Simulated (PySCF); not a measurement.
**Working out the ionisation energy of Te²⁺**

Te²⁺ [Kr] 4d10 5s2 5p2 (3P) → Te³⁺ [Kr] 4d10 5s2 5p1 (2P). Calculation: PySCF 2.14, in def2-TZVPPD with the def2 core potential (28 electrons) (7s6p4d2f, 59 functions); scalar relativity through the core potential. Frozen: nothing. Energies in hartree (1 hartree = 27.21139 eV):

```json
{"part": "UHF", "Te²⁺ (lower)": "-266.047076", "Te³⁺ (upper)": "-265.055970"}
{"part": "MP2 opposite-spin", "Te²⁺ (lower)": "-0.287549", "Te³⁺ (upper)": "-0.277634"}
{"part": "MP2 same-spin", "Te²⁺ (lower)": "-0.162595", "Te³⁺ (upper)": "-0.152914"}
```

What does Hartree-Fock give?

(-265.055970) − (-266.047076) = 0.991106 hartree = 26.969 eV.

What do MP2 and SCS-MP2 (6/5 opposite-spin, 1/3 same-spin) give?

The opposite-spin parts differ by 0.270 eV and the same-spin parts by 0.263 eV. MP2: 26.969 + (0.270) + (0.263) = 27.502 eV. SCS-MP2: 26.969 + 1.2 × (0.270) + (0.263)/3 = 27.381 eV.

Reference: 27.84 ± 0.04 eV (measured; NIST Atomic Spectra Database, ionization energies), between the lowest levels; spin-orbit coupling is absent from the calculation.

What remains against the reference includes basis incompleteness and correlation beyond second order.
